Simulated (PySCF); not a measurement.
Compound: C₅H₆FOS (doublet state).
Numbering: `[OH:1][CH:2][CH2:3][CH2:4][C:5]([F:6])=[C:7]=[S:8]` (hydrogens: H9 on O1; H10 on C2; H11, H12 on C3; H13, H14 on C4)

Cartesian coordinates in Å at the GFN2-xTB level; atoms count from 1:
```
atom  x, y, z in Å
O1    -2.8561    0.1394   -0.2618
C2    -1.8971   -0.6912    0.1910
C3    -0.5949   -0.2039    0.6545
C4     0.3773   -0.0439   -0.5576
C5     1.6309    0.6655   -0.1390
F6     1.4062    1.9646    0.2418
C7     2.8188    0.1314   -0.0994
S8     4.1510   -0.6924   -0.1393
H9    -2.6403    1.0561   -0.0395
H10   -2.0690   -1.7194   -0.0720
H11   -0.6967    0.7730    1.1363
H12   -0.1458   -0.9031    1.3601
H13   -0.1144    0.5463   -1.3364
H14    0.6294   -1.0228   -0.9609
```

The hyperfine couplings belong to this conformer and change with its torsions.

Level of theory: UKS B3LYP, pcH-1 on C F H O S, non-relativistic, mean-field spin-orbit, GIAO (PySCF). One conformer (not necessarily the lowest) at the GFN2-xTB geometry, without solvent, vibrations or thermal averaging. Couplings are sensitive to structure, and on GFN2-xTB geometries they can be far from those on DFT ones. The SCF solution wasn't tested for stability.

The Mulliken spin populations are largest on C2 (+0.85), O1 (+0.13) and C3 (-0.07). C2 is the only atom above +0.15. The angles at C2 add up to 358.0°, so it is nearly planar; its axial dipolar tensor and the negative coupling of its proton fit spin in a p orbital normal to that plane.

Task: McConnell's relation a(H) = Q·ρ ties the coupling of a proton on a planar π carbon to the spin population of that carbon. What Q do the computed values give?

Result: 
```
  H   C    ρ(C)  a(H) (G)  a/ρ (G)
H10  C2  +0.847    -19.83    -23.4
```

One proton gives one ratio, Q = -23.4 G, and no test of linearity. In every row coupling and population have opposite signs.

Task: List the C–H protons on four-coordinate carbons next to a three-coordinate spin centre, with their couplings and θ (C–H bond against the normal to the plane of the centre's neighbours, projected along the bond that joins the two).

Result: 
```csv
β H,on,centre,θ (°),cos²θ,a (G)
H11,C3,C2,64,0.19,+9.20
H12,C3,C2,57,0.30,+11.45
```

Couplings in gauss use g_iso = 2.0028.
